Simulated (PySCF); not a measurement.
C₄H₁₀BN, SMILES C=CB(C)NC.

The structure is a stationary point at B3LYP-D3(BJ)/def2-SVP. The structure was generated by enumeration, and PubChem lists no compound with its InChIKey, so it may never have been made. One conformer was computed; it need not be the lowest.

Two levels are set side by side: TDDFT-PBE/def2-SVPD (PySCF) and TDDFT-CAM-B3LYP/def2-SVPD (PySCF). Vertical, same geometry. The lowest singlet is HOMO→LUMO 78 %, HOMO−1→LUMO 16 % with PBE and HOMO→LUMO 82 %, HOMO−2→LUMO 13 % with the other functional; states are paired by order. Differences are taken from unrounded values.

| quantity | TDDFT-CAM-B3LYP | TDDFT-PBE | TDDFT-PBE minus TDDFT-CAM-B3LYP |
|---|---|---|---|
| lowest singlet excitation (eV) | 6.31 | 5.19 | -1.12 |
| lowest triplet excitation (TDA) (eV) | 4.04 | 4.04 | 0.00 |
| first bright state (f over 0.05) (eV) | 6.31 | 5.19 | -1.12 |
| its oscillator strength | 0.15 | 0.06 | -0.09 |

Functionals without exact exchange tend to place singlet excitations lower, as here. Differences between two approximate levels are no errors against the true value.

Rough cost on one machine, each run with all the roots and properties that it gave: TDDFT-CAM-B3LYP against TDDFT-PBE about 6 times.
